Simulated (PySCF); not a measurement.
Basis and Hamiltonian dependence of the ionisation energy of Sb

Sb [Kr] 4d10 5s2 5p3 (4S) → Sb⁺ [Kr] 4d10 5s2 5p2 (3P). All values are computed (PySCF 2.14, energy differences of UHF-based or UKS calculations, no spin-orbit coupling). Values in eV.

```json
{"basis": "cc-pVDZ-PP with ECP28MDF", "Hamiltonian": "ECP", "functions": "23", "UHF": "8.600", "r2SCAN": "9.178", "PBE0": "n/a", "MP2 (valence)": "8.885", "CCSD(T) (valence)": "8.849", "CCSD(T) (valence and next inner shell)": "n/a"}
{"basis": "cc-pVTZ-PP with ECP28MDF", "Hamiltonian": "ECP", "functions": "39", "UHF": "8.597", "r2SCAN": "n/a", "PBE0": "n/a", "MP2 (valence)": "9.000", "CCSD(T) (valence)": "9.012", "CCSD(T) (valence and next inner shell)": "n/a"}
{"basis": "aug-cc-pVTZ-PP with ECP28MDF", "Hamiltonian": "ECP", "functions": "55", "UHF": "8.583", "r2SCAN": "9.166", "PBE0": "9.043", "MP2 (valence)": "9.001", "CCSD(T) (valence)": "9.015", "CCSD(T) (valence and next inner shell)": "n/a"}
{"basis": "def2-TZVPPD with the def2 core potential (28 electrons)", "Hamiltonian": "ECP", "functions": "56", "UHF": "8.581", "r2SCAN": "9.163", "PBE0": "9.039", "MP2 (valence)": "8.983", "CCSD(T) (valence)": "8.996", "CCSD(T) (valence and next inner shell)": "9.053"}
{"basis": "x2c-TZVPall", "Hamiltonian": "spin-free X2C", "functions": "60", "UHF": "8.577", "r2SCAN": "9.171", "PBE0": "n/a", "MP2 (valence)": "8.969", "CCSD(T) (valence)": "n/a", "CCSD(T) (valence and next inner shell)": "n/a"}
{"basis": "aug-cc-pVTZ-DK3", "Hamiltonian": "spin-free X2C", "functions": "68", "UHF": "8.580", "r2SCAN": "9.163", "PBE0": "9.044", "MP2 (valence)": "8.995", "CCSD(T) (valence)": "9.009", "CCSD(T) (valence and next inner shell)": "n/a"}
{"basis": "def2-QZVPPD with the def2 core potential (28 electrons)", "Hamiltonian": "ECP", "functions": "88", "UHF": "8.574", "r2SCAN": "9.165", "PBE0": "9.037", "MP2 (valence)": "9.018", "CCSD(T) (valence)": "9.032", "CCSD(T) (valence and next inner shell)": "n/a"}
{"basis": "aug-cc-pwCVTZ-PP with ECP28MDF", "Hamiltonian": "ECP", "functions": "96", "UHF": "8.571", "r2SCAN": "9.164", "PBE0": "9.037", "MP2 (valence)": "8.994", "CCSD(T) (valence)": "9.009", "CCSD(T) (valence and next inner shell)": "n/a"}
{"basis": "aug-cc-pwCVTZ-DK3", "Hamiltonian": "spin-free X2C", "functions": "109", "UHF": "8.568", "r2SCAN": "9.159", "PBE0": "9.039", "MP2 (valence)": "8.989", "CCSD(T) (valence)": "9.005", "CCSD(T) (valence and next inner shell)": "n/a"}
{"basis": "x2c-QZVPPall", "Hamiltonian": "spin-free X2C", "functions": "112", "UHF": "8.572", "r2SCAN": "9.163", "PBE0": "9.041", "MP2 (valence)": "9.010", "CCSD(T) (valence)": "9.024", "CCSD(T) (valence and next inner shell)": "n/a"}
{"basis": "aug-cc-pVQZ-PP with one added diffuse shell each of s, p, d, f, g type with ECP28MDF", "Hamiltonian": "ECP", "functions": "117", "UHF": "8.576", "r2SCAN": "9.167", "PBE0": "9.040", "MP2 (valence)": "9.027", "CCSD(T) (valence)": "n/a", "CCSD(T) (valence and next inner shell)": "n/a"}
{"basis": "x2c-QZVPPall with one added diffuse shell each of s, p, d, f type", "Hamiltonian": "spin-free X2C", "functions": "128", "UHF": "8.572", "r2SCAN": "9.163", "PBE0": "9.041", "MP2 (valence)": "9.010", "CCSD(T) (valence)": "n/a", "CCSD(T) (valence and next inner shell)": "n/a"}
{"basis": "aug-cc-pV5Z-PP with ECP28MDF", "Hamiltonian": "ECP", "functions": "139", "UHF": "8.573", "r2SCAN": "9.166", "PBE0": "9.040", "MP2 (valence)": "9.037", "CCSD(T) (valence)": "n/a", "CCSD(T) (valence and next inner shell)": "n/a"}
{"basis": "aug-cc-pwCVQZ-PP with ECP28MDF", "Hamiltonian": "ECP", "functions": "169", "UHF": "8.568", "r2SCAN": "9.160", "PBE0": "9.034", "MP2 (valence)": "9.023", "CCSD(T) (valence)": "n/a", "CCSD(T) (valence and next inner shell)": "n/a"}
```

Extrapolation of MP2 (valence) from aug-cc-pwCVTZ-PP with ECP28MDF and aug-cc-pwCVQZ-PP with ECP28MDF: the correlation parts are 0.423 and 0.454 eV; with the X⁻³ form and unrounded values, (4³ × 0.454 − 3³ × 0.423)/(4³ − 3³) = 0.477 eV, and adding the Hartree-Fock value 8.568 eV of the larger basis gives 9.045 eV.

Frozen in the all-electron rows: valence: [Kr] 4d10; valence and next inner shell: [Ar] 3d10; with a core potential, the same shells as far as they lie outside it.

Reference for a calculation without spin-orbit coupling: 9.124 eV (measured, between term centres; NIST).
